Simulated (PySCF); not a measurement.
Q: Write a Z-matrix for InChI=1S/C7H9Cl/c1-2-3-4-5-6-7-8/h2-7H,1H3/b3-2+,5-4+,7-6+ as optimised with PBE0-D3(BJ)/def2-SVP.

A: 
Z-matrix in Å and degrees, rows numbered from 1:
```
C 
C   1  1.4881
C   2  1.3461  1  125.33
C   3  1.4437  2  124.25  1   179.98
C   4  1.3529  3  124.38  2   180.00
C   5  1.4424  4  123.79  3   179.97
C   6  1.3431  5  123.22  4   179.99
Cl  7  1.7203  6  123.37  5   179.97
H   1  1.1036  2  111.20  3  -120.92
H   1  1.0999  2  111.80  3     0.03
H   1  1.1036  2  111.21  3   120.99
H   2  1.0980  1  116.67  3   179.99
H   3  1.0977  2  118.95  1    -0.01
H   4  1.0972  3  116.92  2    -0.01
H   5  1.0968  4  118.89  3    -0.01
H   6  1.0953  5  117.97  4    -0.01
H   7  1.0931  6  122.93  5    -0.01
```

Of the pairs four or more bonds apart, H10···H13 is among the closest relative to their van der Waals radii: 2.44 Å, 102 % of the sum of Bondi's values. The C–C distances run from 1.343 Å (C6=C7, drawn double) to 1.488 Å (C1–C2, drawn single), a spread of 0.145 Å. The 8 heavy atoms lie in one plane (0.000 Å rms).

Method used: PBE0-D3(BJ)/def2-SVP geometry optimisation, gas phase in PySCF.

Point group: Cs (tolerance 0.08 Å). No PBE0-D3(BJ)/def2-SVP frequencies stand behind this structure, so it isn't proved a minimum. One conformer, not necessarily the lowest (C2–C3–C4–C5 180°, C4–C5–C6–C7 180°).

Time: 63 s of wall time; peak memory 0.76 GiB. Hardware: Intel Xeon Platinum 8488C, one thread, no GPU, shared host. This is the geometry optimisation.
